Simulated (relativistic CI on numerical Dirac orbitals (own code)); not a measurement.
# Line list: Electric-dipole lines, K+

Calculated at this level of theory: Dirac-Coulomb-Breit CI, orbitals from a KLI potential per configuration, QED by a radiative potential, valence Slater integrals scaled by 0.85, P86 correlation energy added to each configuration (own radial code, finite nucleus).

Configuration list (outside the closed core [Ne]): 3s2.3p6, 3s2.3p5.4s, 3s2.3p5.3d, 3s2.3p5.4p, 3s.3p6.3d, 3s2.3p5.5s, 3s2.3p5.4d, 3s2.3p5.5p, 3s2.3p5.4f, 3s2.3p5.6s, 3s2.3p5.5d, 3s2.3p5.6p, 3s2.3p5.5f, 3s2.3p5.5g, 3s2.3p5.6d. Double excitations out of closed p, d and f shells are left out; levels of such configurations are missing from the list, as are those of other unlisted configurations, and high levels can miss mixing partners.

| λ vac (Å) | Lower | Upper | A (s⁻¹) | E lower (cm⁻¹) | E upper (cm⁻¹) |
| --- | --- | --- | --- | --- | --- |
| 413.53 | 3s2.3p6 1S_0 [1] | 3s2.3p5.6d 3D°_1 [123] | 3.92e+08 | 0.0 | 241822.8 |
| 416.74 | 3s2.3p6 1S_0 [1] | 3s2.3p5.6d 3P°_1 [110] | 5.06e+06 | 0.0 | 239959.1 |
| 419.49 | 3s2.3p6 1S_0 [1] | 3s2.3p5.6d 1P°_1 [90] | 2.06e+09 | 0.0 | 238384.7 |
| 427.52 | 3s2.3p6 1S_0 [1] | 3s2.3p5.5d 3D°_1 [78] | 3.17e+08 | 0.0 | 233905.4 |
| 430.01 | 3s2.3p6 1S_0 [1] | 3s2.3p5.6s 3P°_1 [76] | 3.16e+08 | 0.0 | 232552.2 |
| 431.04 | 3s2.3p6 1S_0 [1] | 3s2.3p5.5d 3P°_1 [69] | 8.44e+06 | 0.0 | 231994.4 |
| 433.91 | 3s2.3p6 1S_0 [1] | 3s2.3p5.6s 1P°_1 [63] | 4.16e+08 | 0.0 | 230464.4 |
| 439.86 | 3s2.3p6 1S_0 [1] | 3s2.3p5.5d 1P°_1 [53] | 5.64e+09 | 0.0 | 227345.5 |
| 457.05 | 3s2.3p6 1S_0 [1] | 3s2.3p5.4d 3D°_1 [40] | 1.29e+08 | 0.0 | 218795.1 |
| 464.91 | 3s2.3p6 1S_0 [1] | 3s2.3p5.4d 3P°_1 [33] | 1.13e+07 | 0.0 | 215094.7 |
| 465.35 | 3s2.3p6 1S_0 [1] | 3s2.3p5.5s 1P°_1 [32] | 7.92e+08 | 0.0 | 214894.3 |
| 469.80 | 3s2.3p6 1S_0 [1] | 3s2.3p5.5s 3P°_1 [29] | 6.91e+08 | 0.0 | 212855.5 |
| 496.72 | 3s2.3p6 1S_0 [1] | 3s2.3p5.3d 1P°_1 [27] | 1.22e+10 | 0.0 | 201320.2 |
| 550.12 | 3s2.3p6 1S_0 [1] | 3s2.3p5.3d 3D°_1 [14] | 2.49e+07 | 0.0 | 181778.3 |
| 595.86 | 3s2.3p6 1S_0 [1] | 3s2.3p5.4s 1P°_1 [8] | 2.11e+09 | 0.0 | 167824.5 |
| 601.52 | 3s2.3p6 1S_0 [1] | 3s2.3p5.3d 3P°_1 [5] | 7.41e+08 | 0.0 | 166244.4 |
| 609.39 | 3s2.3p6 1S_0 [1] | 3s2.3p5.4s 3P°_1 [3] | 1.42e+08 | 0.0 | 164099.1 |

Terms are leading LS components. Brackets give the number of a level in order of energy, since labels repeat. The list gives strong lines, with weight on those to low levels, without lines whose two gauges differ by over a factor of 2.5, among the lowest 126 of 131 levels, so that lines to higher ones, which can be the strongest, are missing, and without lines across small gaps between configurations, and without 171 lines that miss the measured interval by over 3.5 %, start from a term whose rates miss tabulated ones by over 60 %, have gauges far apart or, lacking measured levels, span too small a gap for the errors found; lines with a level outside our table were not tested and can miss by more. Levels whose partners in the same complex of configurations lie outside the list can be far off, and so can their lines. Rates are taken at the computed energies, electric ones in the length gauge.

Correlation outside the listed configurations is missing or only estimated: errors of thousands of cm⁻¹ between configurations and terms are usual at this charge. Rates and lifetimes follow the computed energies and can be off by large factors. The fine structure of a lone outer electron comes out too small, for d and f at times inverted, and misplaced configurations move strength between like terms. 5 of the 7 excited levels that our extract of the measured tables holds in this range could be paired (the sources list more); they are missed by 1358 cm⁻¹ on average and 1798 at most, and levels without a partner can miss by more.

LS names give the leading component of a level, which can be under half, so a name can repeat, a term be missing and a line seem to break the LS rules.
